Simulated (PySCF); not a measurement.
Working out the ionisation energy of O²⁺

O²⁺ [He] 2s2 2p2 (3P) → O³⁺ [He] 2s2 2p1 (2P). Computed with PySCF 2.14 in aug-cc-pVQZ, with no relativity, point nucleus. Frozen: 1s2. Energies in hartree (1 hartree = 27.21139 eV):

```tsv
part	O²⁺ (lower)	O³⁺ (upper)
UHF	-73.105150	-71.098324
CCSD correlation	-0.102930	-0.095186
(T)	-0.001518	-0.001080
```

Task: What does Hartree-Fock give?

Result: (-71.098324) − (-73.105150) = 2.006826 hartree = 54.609 eV.

Task: What do CCSD and CCSD(T) give?

Result: The CCSD correlation energies differ by 0.007744 hartree = 0.211 eV and the triples by 0.000438 hartree = 0.012 eV, so CCSD gives 54.820 eV and CCSD(T) 54.832 eV.

A first-order spin-orbit estimate adds -0.005 eV to CCSD(T) (valence), giving 54.827 eV against 54.936 eV (semi-empirical (NIST evaluation); NIST Atomic Spectra Database, ionization energies).

What remains against the reference includes basis incompleteness, the frozen core and higher excitations.
